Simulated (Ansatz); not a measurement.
CH$_{9}$GeNSi (`[CH3][GeH]([NH2])[SiH3]`) at its PBE0-D4/def2-TZVP geometry, where that method's forces vanish. The species carries charge 0 and has multiplicity 1.

```xyz
13

C     0.7726    0.2866    1.7152
Ge   -0.5352   -0.1303    0.3279
N    -1.4036    1.4576   -0.0755
Si    0.5168   -1.1287   -1.5806
H     0.2678    0.7630    2.5565
H     1.5315    0.9690    1.3286
H     1.2684   -0.6211    2.0622
H    -1.6357   -1.0659    0.8729
H    -0.8092    2.1405   -0.5272
H    -2.2237    1.3330   -0.6542
H    -0.4893   -1.4278   -2.6371
H     1.5157   -0.1822   -2.1530
H     1.2239   -2.3937   -1.2356
```

Problem. What forces (eV/Å) does r2SCAN-D4/def2-TZVPP give on these atoms in Ansatz? (Estimate.)

Solution. Computed: 
```
C1   0.012  0.018  0.036
Ge2  0.008 -0.121 -0.053
N3  -0.043  0.055  0.106
Si4 -0.004 -0.005  0.010
H5   0.013 -0.010 -0.012
H6  -0.015 -0.013  0.006
H7  -0.009  0.023 -0.006
H8   0.028  0.045 -0.007
H9   0.013  0.006 -0.040
H10 -0.005  0.000 -0.043
H11  0.024  0.005  0.016
H12 -0.016 -0.019  0.007
H13 -0.005  0.016 -0.019
```
